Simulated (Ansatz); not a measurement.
Isomers of C2H4Si. All species are isolated molecules in the gas phase. One relaxed conformer stands for each flexible species; it need not be the lowest. Strings in code marks are SMILES.

Quantity: electronic energy of isomers of C2H4Si relative to `C#C[SiH3]`, in eV. The restricted reference of `C=C=[SiH2]` and `C=C[SiH]` is unstable towards unrestricted orbitals.

A: `C1C[Si]1`
B: `C=C=[SiH2]`
C: `C=C[SiH]` (C–C–Si–H torsion 179°)
D: `C1=C[SiH2]1`

Problem. Order them by electronic energy of isomers of C2H4Si relative to `C#C[SiH3]` (lowest first) at the level frozen-core CCSDT(Q)/6-31g // B3LYP-D3(BJ)/def2-TZVP (Ansatz, an electronic-structure program).

Solution. A (0.149 eV), C (0.189 eV), B (0.68 eV), D (0.92 eV)
